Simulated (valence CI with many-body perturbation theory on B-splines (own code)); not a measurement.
Run record, Tb XXXV

Calculated by valence CI with perturbative core correlation (CI+MBPT): three valence electrons over a frozen Dirac-Fock core [Ar] 3d10, a basis of 6 s, 6 p, 5 d, 3 f, 1 g functions for each j, with the one-electron correlation potential Σ1 (screened to all orders), the two-electron term Σ2, the three-electron term Σ3, Breit, model QED; selected single and double excitations, second order for the rest, scaled by the run's own slope (own B-spline code, finite nucleus).

Command, and the settings that its task file holds:

```sh
python run_cv.py task.json out
```

```
atom Tb  Z=65  mass_number=159  rms_radius_fm=5.0600
core [Ar] 3d10
valence 4s2 4p1
avg = 1
basis = S
breit = 1
cap = 10000
capref = 1200
cscale = 1
de = 0.0
dress = 0
eps = 2e-08
extrap = 1
h = 0.27
hh = 1
l2 = 3
lcore = 6
maxit = 1
n2 = 5
natural = 1
nlev = 21
nno = [3, 3, 3, 2, 1]
nroot = 26
nsp = [3, 3, 2, 1, 0]
pt2 = 1
qed = 1
rpa = 1
s1 = 1
s2 = 1
s3 = 1
screen = 1
tol = 2e-05
whole = 1
```

It took 24 s on 1 thread of Arm Neoverse V1, on a shared host.

Log. The first blocks belong to the next ion, which gives the ionisation energy. Fields: 2J, parity (1 odd), roots, reference size, generating configurations, candidates as configurations/state functions, variational space P, stored matrix elements, Davidson steps; e2 is the range of second-order energies in hartree. The first line gives the box (bohr), its intervals, the orbitals and the steps of their self-consistent field. Window is the range of levels sought, series limit the energy at which the first omitted orbital would enter, core excitation an estimate of the first excitation out of the core, left out the lowest levels not solved, and shifts from estimates the range by which levels moved from their first estimate, all in cm⁻¹.

```
rmax 3.3 intervals 57 orbitals 36 references ['4s2 4p', '4s 4p2', '4s2 4d', '4p3', '4s 4p 4d'] scf 3 t 0.9
2J=0 par=0 roots 2 ref 15 generators 4 cand 92/92 P 105/105 nnz 0 it 0
2J=0 par=0 roots 2 ref 15 generators 4 cand 2/2 P 107/107 nnz 0 it 0
   second order: generators 8 cand 0/0 e2 -0.00000 -0.00000
reference levels 441, estimated 49, window 2093823 1/cm; series limit 5953517, core excitation 9031462
2J=1 par=1 roots 4 ref 27 generators 9 cand 588/891 P 850/1254 nnz 0 it 0
2J=1 par=1 roots 4 ref 27 generators 13 cand 520/793 P 993/1460 nnz 0 it 1
   second order: generators 16 cand 532/822 e2 -0.00000 -0.00000
2J=3 par=1 roots 7 ref 45 generators 14 cand 819/1856 P 1103/2235 nnz 0 it 1
2J=3 par=1 roots 7 ref 45 generators 20 cand 728/1650 P 1263/2592 nnz 1.1e+06 it 1
   second order: generators 26 cand 879/1931 e2 -0.00000 -0.00000
2J=1 par=0 roots 4 ref 38 generators 10 cand 743/1111 P 758/1109 nnz 0 it 0
2J=1 par=0 roots 4 ref 38 generators 14 cand 771/1181 P 963/1402 nnz 0 it 1
   second order: generators 18 cand 566/888 e2 -0.00000 -0.00000
2J=3 par=0 roots 5 ref 59 generators 11 cand 839/1879 P 900/1789 nnz 0 it 1
2J=3 par=0 roots 5 ref 59 generators 17 cand 916/2087 P 1093/2189 nnz 0 it 1
   second order: generators 22 cand 723/1687 e2 -0.00000 -0.00000
2J=5 par=0 roots 4 ref 61 generators 10 cand 871/2247 P 875/1824 nnz 0 it 1
2J=5 par=0 roots 4 ref 61 generators 16 cand 981/2616 P 1059/2268 nnz 0 it 1
   second order: generators 22 cand 992/2606 e2 -0.00001 -0.00000
2J=5 par=1 roots 5 ref 44 generators 7 cand 854/2249 P 1119/2456 nnz 0 it 1
2J=5 par=1 roots 5 ref 44 generators 18 cand 737/1962 P 1248/2819 nnz 1.3e+06 it 1
   second order: generators 24 cand 793/2031 e2 -0.00000 -0.00000
2J=7 par=1 roots 2 ref 34 generators 4 cand 726/1877 P 821/1761 nnz 0 it 1
2J=7 par=1 roots 2 ref 34 generators 13 cand 864/2253 P 988/2166 nnz 0 it 1
   second order: generators 16 cand 697/1848 e2 -0.00001 -0.00000
left out: unestimated 3055514, estimated 2367400, shifts from estimates 0 to 12
operators 2.0
```

The Davidson iterations stopped at their limit. The settings are bad on purpose, so the numbers may not be properties of the ion.

The last digits are not significant, and no measured levels were compared; by estimate large intervals hold to a few tenths of a per cent, small ones and those within an open d or f shell to about a per cent.

```yaml
Valence_energy: -169.6794 hartree
Ionisation_energy: "1444.4 eV (NIST: 1443 ± 5 eV (theoretical))"
Reference_configurations_for_the_orbitals: 4s2 4p, 4s 4p2, 4s2 4d, 4p3, 4s 4p 4d
Radial_orbitals: 36
Box_radius: 3.275 bohr
Largest_variational_space: 2819
Lowest_levels: (4s^2 4p1/2) J=1/2 0.00, (4s^2 4p3/2) J=3/2 48.81, (4s 4p1/2^2) J=1/2 74.57, (4s 4p1/2 4p3/2) J=3/2 [a] 113.48, (4s 4p1/2 4p3/2) J=5/2 120.09, (4s 4p1/2 4p3/2) J=3/2 [b] 129.84, (4s 4p1/2 4p3/2) J=1/2 132.81, (4s 4p3/2^2) J=5/2 164.91, (4s^2 4d3/2) J=3/2 175.47, (4s 4p3/2^2) J=1/2 181.69, (4s 4p3/2^2) J=3/2 186.80, (4s^2 4d5/2) J=5/2 189.92, (4p1/2^2 4p3/2) J=3/2 205.84, (4s 4p1/2 4d3/2) J=3/2 [a] 236.13 eV
```

Levels are named by their leading jj configuration (3d3/2^4 stands for four electrons in 3d with j = 3/2), which in mixed levels can hold well under half, so a name can repeat and another be missing. Letters in brackets count levels of one name in rising energy.
